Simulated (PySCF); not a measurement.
C6H13, doublet, at a GFN2-xTB geometry; MP2/6-31G* (PySCF).

Here is a job for PySCF.
```python
from pyscf import gto, scf, mp

mol = gto.Mole()
mol.atom = '''
    C    -2.984304   -0.660411   -0.049732
    C    -1.586006   -0.519152    0.380820
    C    -0.856917    0.603593   -0.400736
    C     0.570746    0.841247    0.087124
    C     1.520023   -0.318180   -0.207262
    C     2.954014    0.020342    0.182711
    H    -3.222592   -1.201581   -0.945144
    H    -3.760645   -0.081530    0.411675
    H    -1.537857   -0.272486    1.444345
    H    -1.046296   -1.453511    0.209286
    H    -0.845535    0.345375   -1.461446
    H    -1.430415    1.526169   -0.287782
    H     0.559206    1.035025    1.162456
    H     0.955250    1.739271   -0.404346
    H     1.480386   -0.553927   -1.273347
    H     1.202748   -1.205457    0.343196
    H     3.615865   -0.817095   -0.025815
    H     3.016011    0.250377    1.244287
    H     3.308535    0.884742   -0.374909
'''
mol.basis = '6-31g*'
mol.charge = 0
mol.spin = 1
mol.verbose = 4
mol.build()

mf = scf.UHF(mol)
mf.kernel()

pt = mp.MP2(mf, frozen=6)
pt.kernel()
print('E(MP2) = %.10f' % pt.e_tot)
```

Output, abridged:

```
PySCF version 2.14.0

[INPUT] verbose = 4
[INPUT] num. atoms = 19
[INPUT] num. electrons = 49
[INPUT] charge = 0
[INPUT] spin (= nelec alpha-beta = 2S) = 1
[INPUT] symmetry False subgroup None
[INPUT] Mole.unit = angstrom
[INPUT] Symbol           X                Y                Z      unit          X                Y                Z       unit  Magmom
[INPUT]  1 C     -2.984304000000  -0.660411000000  -0.049732000000 AA   -5.639517232444  -1.247995919650  -0.093979859627 Bohr   0.0
[INPUT]  2 C     -1.586006000000  -0.519152000000   0.380820000000 AA   -2.997116971917  -0.981055097020   0.719645502757 Bohr   0.0
[INPUT]  3 C     -0.856917000000   0.603593000000  -0.400736000000 AA   -1.619338441484   1.140625460705  -0.757281288254 Bohr   0.0
[INPUT]  4 C      0.570746000000   0.841247000000   0.087124000000 AA    1.078553626691   1.589726433112   0.164640498877 Bohr   0.0
[INPUT]  5 C      1.520023000000  -0.318180000000  -0.207262000000 AA    2.872427173040  -0.601273058314  -0.391668416030 Bohr   0.0
[INPUT]  6 C      2.954014000000   0.020342000000   0.182711000000 AA    5.582277428131   0.038440808826   0.345273749945 Bohr   0.0
[INPUT]  7 H     -3.222592000000  -1.201581000000  -0.945144000000 AA   -6.089816291214  -2.270659006481  -1.786063308276 Bohr   0.0
[INPUT]  8 H     -3.760645000000  -0.081530000000   0.411675000000 AA   -7.106589101715  -0.154069370936   0.777953002330 Bohr   0.0
[INPUT]  9 H     -1.537857000000  -0.272486000000   1.444345000000 AA   -2.906128548745  -0.514923912778   2.729416479385 Bohr   0.0
[INPUT] 10 H     -1.046296000000  -1.453511000000   0.209286000000 AA   -1.977212885228  -2.746737709043   0.395493221706 Bohr   0.0
[INPUT] 11 H     -0.845535000000   0.345375000000  -1.461446000000 AA   -1.597829578734   0.652664160272  -2.761732685841 Bohr   0.0
[INPUT] 12 H     -1.430415000000   1.526169000000  -0.287782000000 AA   -2.703092594470   2.884041429801  -0.543829163580 Bohr   0.0
[INPUT] 13 H      0.559206000000   1.035025000000   1.162456000000 AA    1.056746187214   1.955913782078   2.196723471857 Bohr   0.0
[INPUT] 14 H      0.955250000000   1.739271000000  -0.404346000000 AA    1.805160880491   3.286745846398  -0.764103199563 Bohr   0.0
[INPUT] 15 H      1.480386000000  -0.553927000000  -1.273347000000 AA    2.797524098640  -1.046770323002  -2.406277091537 Bohr   0.0
[INPUT] 16 H      1.202748000000  -1.205457000000   0.343196000000 AA    2.272864316868  -2.277983584940   0.648546447046 Bohr   0.0
[INPUT] 17 H      3.615865000000  -0.817095000000  -0.025815000000 AA    6.832994553400  -1.544085767751  -0.048783279906 Bohr   0.0
[INPUT] 18 H      3.016011000000   0.250377000000   1.244287000000 AA    5.699434778676   0.473143957890   2.351361650357 Bohr   0.0
[INPUT] 19 H      3.308535000000   0.884742000000  -0.374909000000 AA    6.252225023538   1.671920070900  -0.708475331635 Bohr   0.0

nuclear repulsion = 239.727272372449
number of shells = 62
number of NR pGTOs = 214
number of NR cGTOs = 110
basis = 6-31g*
ecp = {}

******** <class 'pyscf.scf.uhf.UHF'> ********
method = UHF
initial guess = minao
damping factor = 0
level_shift factor = 0
DIIS = <class 'pyscf.scf.diis.CDIIS'>
diis_start_cycle = 1
diis_space = 8
diis_damp = 0
SCF conv_tol = 1e-09
SCF conv_tol_grad = None
SCF max_cycles = 50
direct_scf = True
direct_scf_tol = 1e-13
number electrons alpha = 25  beta = 24
Set gradient conv threshold to 3.16228e-05
init E= -235.633911330429

cycle= 1 E= -234.656825196965  delta_E= 0.977  |g|= 0.29  |ddm|= 2.45
cycle= 2 E= -234.723549628488  delta_E= -0.0667  |g|= 0.0855  |ddm|= 0.362
cycle= 3 E= -234.730265626175  delta_E= -0.00672  |g|= 0.0298  |ddm|= 0.15
cycle= 4 E= -234.730994216012  delta_E= -0.000729  |g|= 0.011  |ddm|= 0.0378
cycle= 5 E= -234.731194225316  delta_E= -0.0002  |g|= 0.00445  |ddm|= 0.0266
cycle= 6 E= -234.731228162305  delta_E= -3.39e-05  |g|= 0.00183  |ddm|= 0.0111
cycle= 7 E= -234.731233947607  delta_E= -5.79e-06  |g|= 0.000647  |ddm|= 0.00495
cycle= 8 E= -234.731234670166  delta_E= -7.23e-07  |g|= 0.000217  |ddm|= 0.00174
cycle= 9 E= -234.731234752851  delta_E= -8.27e-08  |g|= 8.57e-05  |ddm|= 0.000626
cycle= 10 E= -234.731234763774  delta_E= -1.09e-08  |g|= 4.19e-05  |ddm|= 0.000208
cycle= 11 E= -234.731234767386  delta_E= -3.61e-09  |g|= 1.64e-05  |ddm|= 0.00014
cycle= 12 E= -234.731234767957  delta_E= -5.72e-10  |g|= 6.71e-06  |ddm|= 5.5e-05
Extra cycle  E= -234.731234768016  delta_E= -5.86e-11  |g|= 4.39e-06  |ddm|= 1.14e-05
converged SCF energy = -234.731234768016  <S^2> = 0.76261907  2S+1 = 2.0125795

******** <class 'pyscf.mp.ump2.UMP2'> ********
nocc = (np.int64(19), np.int64(18)), nmo = (104, 104)
frozen orbitals 6
E(UMP2) = -235.487360238163  E_corr = -0.75612547014674
E(SCS-UMP2) = -235.484667601952  E_corr = -0.753432833936136
E_corr(same-spin) = -0.177597381046098
E_corr(oppo-spin) = -0.578528089100642
E(MP2) = -235.4873602382
```
